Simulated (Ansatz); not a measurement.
Reaction (redistribution): `C=NB(F)Cl` + `CO[SiH](O)F` → `COB(F)Cl` + `C=N[SiH](O)F`

Program: Ansatz. Geometries: PBE0-D4/def2-TZVP. ΔE: electronic, gas phase. CCSD(T)/CBS is the MP2 limit (def2-TZVPP, def2-QZVPP) plus CCSD(T) − MP2 in def2-TZVPP, frozen cores. DFT in def2-TZVPP. B3LYP here is the variant with VWN-RPA as its local correlation; programs differ in this. One conformer a species, not always the lowest.

```csv
level,ΔE (kcal/mol),difference from CCSD(T)/CBS
PBE-D4,1.1,1.2
B3LYP-D4,1.2,1.3
CAM-B3LYP-D4,0.9,1.0
ωB97X-V,0.0,0.1
B2PLYP,0.7,0.8
PBE-QIDH,0.0,0.1
revPBE,1.5,1.6
LC-ωPBE,0.6,0.7
HF/CBS(def2),-0.2,-0.1
CCSD/CBS(def2),0.0,0.1
CCSD(T)/CBS,-0.1,0
```

Largest T1 diagnostic among the species: 0.013.

Leaving LDA and LC-ωPBE aside and taking each functional with its dispersion term where it has one, the values, not all of them listed here, spread over 1.6 kcal/mol, from PBE-QIDH to BLYP-D4. At CCSD(T), def2-SVP lies −1.4 kcal/mol from the extrapolated value and def2-TZVPP −0.2 kcal/mol.
